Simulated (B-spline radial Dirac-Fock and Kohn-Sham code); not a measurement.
Total conversion coefficients of Ir against transition energy

Model: a Dirac-Hartree-Slater potential of the neutral atom with a Latter tail (no hole, which puts coefficients of high multipoles low close above an edge), finite nucleus with surface currents. Program: a radial B-spline solver. Subshells within 1 keV of threshold and pair formation are left out.

```tsv
energy (keV)	E1	E3	E4	E5	M2	M5
15.4	12.6	6.82e+06	6.30e+08	8.11e+10	88400	3.69e+11
19	7.21	1.93e+06	1.39e+08	1.25e+10	32400	5.78e+10
20	6.28	1.41e+06	9.68e+07	7.99e+09	25300	3.69e+10
45	0.696	11400	373000	1.07e+07	584	3.97e+07
50	0.521	6120	184000	4.77e+06	363	1.68e+07
57.8	0.350	2620	69900	1.58e+06	190	5.23e+06
58	0.347	2570	68300	1.54e+06	187	5.09e+06
65	0.254	1320	32000	650000	113	2.05e+06
100	0.400	112	1880	26400	54.1	73100
116	0.274	49.1	723	8950	31.1	24400
200	0.0685	2.91	24.7	192	4.37	602
233	0.0468	1.42	10.2	69.1	2.58	236
251	0.0390	1.01	6.71	42.5	2.00	152
341	0.0188	0.285	1.35	6.42	0.726	27.4
447	0.0102	0.108	0.392	1.45	0.308	6.87
500	0.00800	0.0755	0.248	0.829	0.219	4.00
634	0.00489	0.0375	0.103	0.284	0.108	1.35
902	0.00247	0.0151	0.0338	0.0743	0.0399	0.312
1000	0.00204	0.0119	0.0253	0.0526	0.0302	0.210
1080	0.00178	0.00995	0.0205	0.0411	0.0245	0.157
1400	0.00113	0.00564	0.0106	0.0191	0.0124	0.0630
1520	0.000979	0.00474	0.00869	0.0152	0.0101	0.0479
1560	0.000936	0.00449	0.00817	0.0142	0.00944	0.0440
2000	0.000620	0.00270	0.00461	0.00746	0.00508	0.0202
2190	0.000535	0.00225	0.00377	0.00597	0.00407	0.0154
```

Problem. How fast do they fall between 1560 and 2190 keV?

Solution. As powers of the energy: E1 E^-1.65, E3 E^-2.03, E4 E^-2.28, E5 E^-2.55, M2 E^-2.48, M5 E^-3.09. Within one type (E or M) the higher multipoles fall faster.

Values without a named source are computed, but for edge energies of neutral atoms, which are taken from tables.
